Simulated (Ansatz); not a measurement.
Basis-set extrapolation for H6SSi3 (`S[SiH]1[SiH2][SiH2]1`) (PBE0-D4/def2-TZVP geometry, frozen core, Ansatz 0.2.0). Multiplicity 1, RHF reference.

```tsv
	def2-TZVPP	def2-QZVPP
HF	-1267.843743	-1267.880958
MP2 correlation	-0.542299	-0.585811
CCSD(T) correlation	-0.638844	not run
```

Energies in hartree. Use E(X) = E(∞) + A·exp(−7.88·√X) for Hartree–Fock and E(X) = E(∞) + B·X^(−2.97) for correlation, with X = 3 and 4, and add CCSD(T) minus MP2 of the smaller set to the MP2 limit.

**Question.** What is the CCSD(T) energy at the basis-set limit?

**Answer.** HF limit: -1267.880958 + (-0.037215) × 0.13774 = -1267.88608. MP2 limit: -0.585811 + (-0.043512) × 0.74074 = -0.61804. Higher-order term: -0.638844 − (-0.542299) = -0.09654. Total: -1268.60066 hartree, 74.1 kcal/mol below CCSD(T)/def2-TZVPP.
